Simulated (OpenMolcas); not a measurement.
An OpenMolcas run meant for Lu⁺ (ANO-R2, X2C; inactive shells 1s 2s 2p 3s 3p 3d 4s 4p 4d 4f 5s 5p; intended active space 2 electrons in 6 orbitals (5d 6s)). One step of its input:

```
&CASPT2
Multistate=12 1 2 3 4 5 6 7 8 9 10 11 12
Frozen=14 16
IPEA=1.5
Imaginary=0.1
MaxIter=60
WThr=0.0 0.3 0.05
PrWF=0.5
NoMix
```

The run finished. Its levels beside those of a sound run (SS-CASPT2, IPEA 0.25 Eh, imaginary shift 0.1 Eh (closed shells correlated: 5s 5p)), in cm-1 above each run's lowest level:

```tsv
Level	This run	Usual run
6s2 1S0	0.0	0.0
5d 6s 3D1	12749	12470
5d 6s 3D2	13462	13162
5d 6s 3D3	15102	14824
5d 6s 1D2	18802	18079
```

**Question.** Which setting is unsound, and how much does it matter here?

**Answer.** The IPEA shift is far above its usual 0.25 hartree. Against the sound run the excited levels shown move by 400 cm-1 on average and by 720 cm-1 at most.

CASPT2 breaks the degeneracy within a term, and the mean is taken; among the terms shown or strongly mixed into the levels shown the widest spread is 110 cm-1 (5d 6s 1D, this run). Some high roots are left out of the spin-orbit mixing, which shifts the levels that they would mix with. A single d shell beside an s shell can misplace configurations of different d count against each other. Only configurations of the active space appear.
